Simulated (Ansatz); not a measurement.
Geometry optimisation, Ansatz 0.2.0, DFT r2SCAN-D3(BJ), scalar-relativistic, plane waves, PAW.

Input file:

```yaml
accuracy: low
crystal:
  lattice:
    - [7.230427, 0.0, 0.0]
    - [0.0, 7.230427, 0.0]
    - [0.0, 0.0, 7.230427]
  atoms:
    - { symbol: C, position: [0.3126388, 0.2546668, 0.0076155] }
    - { symbol: H, position: [0.1783263, 0.2018878, 0.0510508] }
    - { symbol: H, position: [0.3122861, 0.2762608, -0.1415344] }
    - { symbol: H, position: [0.4198178, 0.1550537, 0.043699] }
    - { symbol: H, position: [0.3401252, 0.3854649, 0.0772466] }
    - { symbol: C, position: [0.4181423, 0.51472, 0.3653991] }
    - { symbol: H, position: [0.4044469, 0.3834022, 0.2927342] }
    - { symbol: H, position: [0.3557793, 0.6244482, 0.283042] }
    - { symbol: H, position: [0.5641383, 0.545074, 0.3872144] }
    - { symbol: H, position: [0.3482047, 0.5059555, 0.4986059] }
    - { symbol: C, position: [0.532535, 0.0800028, 0.5009087] }
    - { symbol: H, position: [0.6116874, 0.1724301, 0.5898142] }
    - { symbol: H, position: [0.4527227, -0.0154031, 0.585996] }
    - { symbol: H, position: [0.6267997, 0.0020146, 0.412908] }
    - { symbol: H, position: [0.4389301, 0.1609693, 0.4149165] }
    - { symbol: C, position: [0.855548, 0.7014262, 0.6380053] }
    - { symbol: H, position: [0.7228939, 0.7647126, 0.6713195] }
    - { symbol: H, position: [0.9636516, 0.8063584, 0.6418743] }
    - { symbol: H, position: [0.8491422, 0.6409615, 0.50011] }
    - { symbol: H, position: [0.8865044, 0.5936722, 0.7387173] }
    - { symbol: C, position: [0.9352852, 0.8448386, 0.2088254] }
    - { symbol: H, position: [1.0259746, 0.8921459, 0.3195031] }
    - { symbol: H, position: [0.8294361, 0.7540455, 0.2659631] }
    - { symbol: H, position: [1.0161429, 0.7694837, 0.1063764] }
    - { symbol: H, position: [0.869587, 0.9636792, 0.1434589] }
    - { symbol: C, position: [0.0308641, 0.2858972, 0.5720996] }
    - { symbol: H, position: [-0.0575072, 0.2836781, 0.6941558] }
    - { symbol: H, position: [-0.0240703, 0.3843465, 0.4720894] }
    - { symbol: H, position: [0.0347405, 0.1484638, 0.5103812] }
    - { symbol: H, position: [0.1702933, 0.3271002, 0.6117721] }
basis:
  ecutwfc: 500.0
kpoints:
  mp_grid: { grid: [1, 1, 1] }
hamiltonian:
  xc: r2scan
  dispersion: d3bj
scf:
  occupations: { method: fermi_dirac, width: 0.02 }
  lower_state_search: "off"
relax:
  f_tol: 0.3
  max_steps: 15
  adjacent_minimum: "off"
```

Launched with:

```bash
$ ansatz run input.yaml --threads 1 --pin off --max-ram 3072MiB --backend cpu --events-out ev --progress --plain --runs-dir out
```

Question: Where does it end, and by what steps?

Answer: The forces met the threshold. The threshold is loose, so the end isn't yet a minimum. The force dipped under the threshold on the way, but the program's further checks kept it going. Limits of this set-up: coarse k mesh, low accuracy level. After 3 steps the energy has fallen by 0.528 eV; H10 moved furthest, 0.55 Å.

```json
{"step": "0", "energy less start (eV)": "0.0000", "largest force component (eV/Å)": "0.517", "accepted": "yes"}
{"step": "1", "energy less start (eV)": "-0.2708", "largest force component (eV/Å)": "0.168", "accepted": "yes"}
{"step": "2", "energy less start (eV)": "-0.4254", "largest force component (eV/Å)": "0.454", "accepted": "yes"}
{"step": "3", "energy less start (eV)": "-0.5276", "largest force component (eV/Å)": "0.233", "accepted": "yes"}
```

```xyz
30
Lattice="7.2304 0.0000 0.0000 0.0000 7.2304 0.0000 0.0000 0.0000 7.2304" Properties=species:S:1:pos:R:3
C 2.284 1.710 -0.075
H 1.322 1.402 0.333
H 2.295 1.556 -1.156
H 3.082 1.119 0.388
H 2.444 2.768 0.138
C 3.043 4.071 2.749
H 2.781 3.092 2.362
H 2.607 4.839 2.111
H 4.128 4.169 2.764
H 2.653 4.171 3.761
C 3.837 0.421 3.675
H 4.289 1.241 4.238
H 3.359 -0.276 4.361
H 4.609 -0.097 3.109
H 3.089 0.820 2.992
C 6.171 5.103 4.942
H 5.227 5.594 5.165
H 6.973 5.839 4.959
H 6.117 4.657 3.956
H 6.366 4.326 5.673
C 6.821 6.167 1.304
H 7.389 6.413 2.200
H 6.011 5.488 1.567
H 7.474 5.689 0.577
H 6.402 7.075 0.877
C 0.150 1.915 3.985
H -0.506 1.905 4.852
H -0.317 2.483 3.179
H 0.338 0.894 3.652
H 1.092 2.390 4.255
```

Run time: 61 s on 1 thread of Arm Neoverse V2 (shared host), peak memory 0.66 GiB.
